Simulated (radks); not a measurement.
The numbers below are computed, except where a source is named.
All-electron atom: Tb XXIX in [Kr] 4d1. Code: a radial shooting solver on a logarithmic mesh with Libxc functionals. Model: Dirac Kohn-Sham, PBE, spin-unpolarised, spherical densities, point nucleus; open shells fill j = l - 1/2 first.

Unscreened Slater integrals over Kohn-Sham orbitals (hartree). Large and small components are both included. Empty in this configuration: 4d5/2.

F0(4d3/2,4d3/2): 1.7533
F2(4d3/2,4d3/2): 0.89597
F0(4d3/2,4p3/2): 1.7435
F2(4d3/2,4p3/2): 0.89632
G1(4d3/2,4p3/2): 1.1083
G3(4d3/2,4p3/2): 0.71161
F0(4d3/2,4p1/2): 1.7782
G1(4d3/2,4p1/2): 1.1518
F0(4d3/2,4s1/2): 1.7790
G2(4d3/2,4s1/2): 0.88875
F0(4d3/2,4d5/2): 1.7435
F2(4d3/2,4d5/2): 0.89144
G2(4d3/2,4d5/2): 0.88875
G4(4d3/2,4d5/2): 0.60555
F0(4p3/2,4p3/2): 1.7385
F2(4p3/2,4p3/2): 0.90973
F0(4p3/2,4p1/2): 1.7719
G2(4p3/2,4p1/2): 0.91656
F0(4p3/2,4s1/2): 1.7727
G1(4p3/2,4s1/2): 1.1984
F0(4p3/2,4d5/2): 1.7340
F2(4p3/2,4d5/2): 0.89276
G1(4p3/2,4d5/2): 1.1106
G3(4p3/2,4d5/2): 0.71190
F0(4p1/2,4p1/2): 1.8084
F0(4p1/2,4s1/2): 1.8089
G1(4p1/2,4s1/2): 1.2216
F0(4p1/2,4d5/2): 1.7679
G3(4p1/2,4d5/2): 0.72858
F0(4s1/2,4s1/2): 1.8104
F0(4s1/2,4d5/2): 1.7688
G2(4s1/2,4d5/2): 0.88593
F0(4d5/2,4d5/2): 1.7339
F2(4d5/2,4d5/2): 0.88735
F4(4d5/2,4d5/2): 0.60451
